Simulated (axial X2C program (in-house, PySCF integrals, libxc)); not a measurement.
RbSr: cheaper levels and CCSD(T), with spin–orbit coupling

Computed with an in-house all-electron X2C program for linear molecules (integrals from PySCF). Two-component (2c) means X2C with spin–orbit coupling and atomic mean-field two-electron Coulomb and Gaunt terms. Basis: Sr dyall-cv3z [13s12p8d5f1g], Rb dyall-cv3z [12s13p8d4f1g] (cores contracted in-house); Gaussian nuclei, density fitting, unrestricted open shells. Masses: Sr 87.906 u, Rb 84.912 u.

State: Ω = 1/2 (⟨Sz⟩ = 0.50, ⟨Lz⟩ = 0.00 at HF); fragments Sr + Rb.

| level | Re (Å) | ωe (cm⁻¹) | De (eV) |
| --- | --- | --- | --- |
| PBE0 | 4.631 | 44.9 | 0.193 |
| MP2 | 4.740 | 34.0 | 0.027 |
| CCSD | 4.768 | 35.5 | 0.108 |
| r2SCAN0 | 4.661 | 45.0 | 0.222 |

Correlated methods: 11 electrons correlated (number of frozen shells: Sr 4 s, 3 p, 1 d; Rb 3 s, 2 p, 1 d), 327 virtual spin orbitals or spinors in MP2, 90 natural virtuals in coupled cluster.

CCSD(T), same Hamiltonian and basis:

Re = 4.672 Å, ωe = 40.1 cm⁻¹, De = 0.12 eV; T1 = 0.040 (Lee–Taylor normalisation).

Question: Give the differences from CCSD(T) in the columns below.

Answer: 

| level | ΔRe (Å) | Δωe (cm⁻¹) |
| --- | --- | --- |
| PBE0 | -0.041 | 4.8 |
| MP2 | 0.068 | -6.1 |
| CCSD | 0.096 | -4.6 |
| r2SCAN0 | -0.011 | 4.9 |

The state is a single determinant with fixed occupations, the lowest that a limited PBE0 search found. De is counted from the lowest determinant-based energies of the atoms at the same level, without counterpoise correction. Density functionals use the spin component along the axis (collinear). CCSD and (T) use frozen natural virtuals with an MP2 correction for the truncation; (T) itself is uncorrected, so its De runs slightly low. The outer-core s and p shells of the metal are frozen in the correlated rows, which leaves out core–valence correlation; for alkali and alkaline-earth bonds that tends to lengthen them. The determinant is spin-polarised beyond a pure state at some levels (its spin-free form has ⟨S²⟩ too high), which makes Re and μ there less reliable. The T1 diagnostic is large, a sign of multireference character. With the outer-core shells frozen, correlated bond lengths of heavy atoms tend to come out a few hundredths of an ångström too long. The levels of this run spread widely (ωe from 34 to 45 cm⁻¹), so these constants depend on the method. The bond is weak, and without diffuse functions and with truncated virtuals even CCSD(T) can be tens of per cent off in De.
